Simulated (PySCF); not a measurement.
Finite-field polarisability of S (sulfur, neutral)

[Ne] 3s2 3p4, high-spin 3P determinant. Computed with PySCF 2.14 in def2-QZVPPD (10s7p5d2f1g, 79 functions), with the non-relativistic Hamiltonian (point nucleus). Frozen: [Ne]. Energy changes in a uniform field (μhartree):

```
axis  F (au)        HF       MP2      CCSD   CCSD(T)
   x  0.0033   -97.774   -98.629   -97.947   -98.342
   x  0.0066  -391.221  -394.661  -391.932  -393.520
   y  0.0031  -103.029  -104.801  -103.975  -104.721
   y  0.0062  -412.457  -419.591  -416.267  -419.268
```

By symmetry the remaining axis equals x.

Task: Derive α along x at CCSD(T) from the two fields.

Result: With ΔE = −αF²/2 − γF⁴/24, α = −(16 ΔE(F) − ΔE(2F))/(6F²) = 18.06 bohr³.

Task: And the mean polarisability at each level?

Result: The components xx, yy, zz at CCSD(T) are 18.06, 21.79, 18.06, the third axis being equal by symmetry to one of the two computed. Means: HF 19.12, MP2 19.34, CCSD 19.20, CCSD(T) 19.30 bohr³. Reference: 19.4 ± 0.1 bohr³ (recommended; Schwerdtfeger and Nagle, table of static dipole polarizabilities (2023 update)).
